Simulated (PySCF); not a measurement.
Isomers of C2H5B. All species are isolated molecules in the gas phase. One relaxed conformer stands for each flexible species; it need not be the lowest. Strings in code marks are SMILES.

Level of theory: PySCF 2.14.0 with PBE0-D4/def2-TZVP. All candidates: neutral, multiplicity 1. Excitations are Tamm–Dancoff values on a coarser integration grid. The basis has no diffuse functions, so Rydberg states are missing or too high.

```
Item                   Result
-------------------  --------
T1 excitation (TDA)   3.44 eV
HOMO–LUMO gap         6.12 eV
HOMO                 -7.39 eV
```

Say which member has these values.
A) `B1CC1`
B) `BC=C`
C) `[H]/B=C/C`

A, `B1CC1`. The others give `BC=C`: 3.56 eV, 6.42 eV, -8.51 eV; `[H]/B=C/C`: 2.47 eV, 4.93 eV, -6.27 eV
